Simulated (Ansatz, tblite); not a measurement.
Species of one formula, C₃H₈Ge (singlet), each relaxed with r2SCAN-D4/def2-SVP in Ansatz.

The xTB rows come from tblite. LC-ωPBE has ω = 0.4 bohr⁻¹. Correlated methods freeze 12 core orbitals; core or outer-core shells of Ge are correlated, in sets that lack core-valence functions.

Run but left out: HF/STO-3G, HF/def2-TZVP (B: restricted singlet, unstable in another Hartree–Fock run and untested here); HF/def2-SVP (B: restricted singlet, unstable towards broken spin symmetry).

B: At CCSD(T)/def2-SVP the restricted singlet (for correlated methods, its reference) is unstable: a solution with broken spin symmetry lies lower. The restricted singlet is unstable towards broken spin symmetry in Hartree–Fock (as tested in another run); at MP2/def2-TZVP this wasn't settled.

Other spin states weren't relaxed.

A: Ge(eta1-allyl)H3 (C3H8Ge)

Cartesian coordinates in Å:
```
C -0.1073 -0.8229 0.1298
C 0.4591 0.2494 0.9991
C -0.2521 1.0981 1.7543
Ge 0.0191 -0.3483 -1.7832
H 0.4379 -1.7740 0.2566
H -1.1691 -1.0098 0.3601
H 1.5535 0.3554 0.9821
H -1.3453 1.0382 1.8063
H 0.2360 1.8763 2.3472
H 1.4815 -0.0313 -2.1391
H -0.8461 0.8903 -2.0604
H -0.4671 -1.5214 -2.6529
```

B: GeH2Me(vinyl) (C3H8Ge)

```tsv
atom	x (Å)	y (Å)	z (Å)
C1	0.703	0.241	-1.861
C2	-0.995	-0.135	0.822
C3	-0.995	0.513	1.995
Ge4	0.621	-0.651	-0.123
H5	1.827	-0.251	0.749
H6	0.639	-2.177	-0.339
H7	1.608	-0.058	-2.411
H8	0.715	1.333	-1.730
H9	-0.175	-0.027	-2.469
H10	-1.962	-0.376	0.359
H11	-0.063	0.780	2.510
H12	-1.924	0.808	2.499
```

Question: Estimate their order by electronic energy at r2SCAN0-D4/def2-TZVP, counted from the lowest.

Answer: B (0.0) < A (4.2), in kcal/mol.

Question: Do the other levels pick the same lowest one?

Answer: Not GFN1-xTB, GFN2-xTB. Energies above each level's lowest (kcal/mol):

| level | A | B |
| --- | --- | --- |
| GFN1-xTB | 0.0 | 1.7 |
| GFN2-xTB | 0.0 | 5.5 |
| PBE-D4/def2-SVP | 2.2 | 0.0 |
| PBE-D4/def2-TZVP | 3.6 | 0.0 |
| r2SCAN-D4/def2-TZVP | 4.2 | 0.0 |
| B97M-V/def2-TZVP | 3.3 | 0.0 |
| PBE0-D4/def2-SVP | 2.6 | 0.0 |
| PBE0-D4/def2-TZVP | 3.8 | 0.0 |
| r2SCAN0-D4/def2-TZVP | 4.2 | 0.0 |
| LC-ωPBE/def2-TZVP | 4.5 | 0.0 |
| MP2/def2-SVP | 2.9 | 0.0 |
| MP2/def2-TZVP | 5.8 | 0.0 |
| CCSD/def2-SVP | 2.7 | 0.0 |
| CCSD(T)/def2-SVP | 2.5 | 0.0 |
Point groups (tolerance 0.1 Å): A not assigned, B not assigned.
